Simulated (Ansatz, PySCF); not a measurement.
System: sum formula BN₂H₄ (charge 0, doublet). It need not be the lowest isomer of its formula. 
Geometry from a B3LYP-D3(BJ)/def2-TZVP (Ansatz, a quantum-chemistry and plane-wave program) optimisation:
SMILES: NB[NH]
```xyz
7

B     -0.1435    -0.3636     0.2469
N     -1.1707     0.6237     0.1717
N      1.1428    -0.1944    -0.2785
H     -0.3899    -1.3571     0.8802
H     -1.9881     0.4310    -0.4035
H      1.4201     0.6152    -0.8080
H      1.8705    -0.8759    -0.1555
```
Charge 0, spin multiplicity 2.

Dipole moments at this geometry, in debye (magnitudes).

```json
[
 {"level": "BLYP/def2-TZVPD", "program": "Ansatz", "dipole (D)": "1.99"},
 {"level": "B3LYP/def2-TZVPD", "program": "Ansatz", "dipole (D)": "1.96"},
 {"level": "TPSSh/def2-TZVPD", "program": "PySCF", "dipole (D)": "1.96"},
 {"level": "PW6B95/def2-TZVPD", "program": "PySCF", "dipole (D)": "1.96"},
 {"level": "wB97X-V/def2-TZVPD", "program": "Ansatz", "dipole (D)": "1.95"},
 {"level": "CCSD(T)/aug-cc-pVDZ", "program": "Ansatz", "dipole (D)": "1.95"}
]
```
